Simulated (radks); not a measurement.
Spherical jellium clusters: N electrons in a uniform positive sphere of charge N and radius rs N^(1/3), rs = 3.15 bohr. Calculated with a radial shooting solver with Libxc functionals: non-relativistic Kohn-Sham, PBEsol, spin-polarised, spherical densities. Levels are named by radial order and angular momentum (1s, 1p, 1d, 2s, ...), and open shells are averaged over m.

N = 9, configuration 1s2 1p6 1d(up 1, down 0). This is the lowest configuration that the search found. Occupied and some empty levels:

| level | occupation | eigenvalue (eV) | <r> (bohr) |
|---|---|---|---|
| 1s up | 1 | -6.0887 | 4.376 |
| 1s down | 1 | -5.9978 | 4.272 |
| 1p up | 3 | -4.2506 | 5.416 |
| 1p down | 3 | -4.0716 | 5.347 |
| 1d up | 1 | -2.1427 | 6.446 |
| 1d down | 0 | -1.9134 | 6.427 |
| 2s up | 0 | -1.6811 | 6.671 |
| 2s down | 0 | -1.5397 | 6.681 |

Energy (eV): total -14.1981, kinetic 22.873, external -388.99, Hartree 188.28, exchange-correlation -38.194, background 201.83.
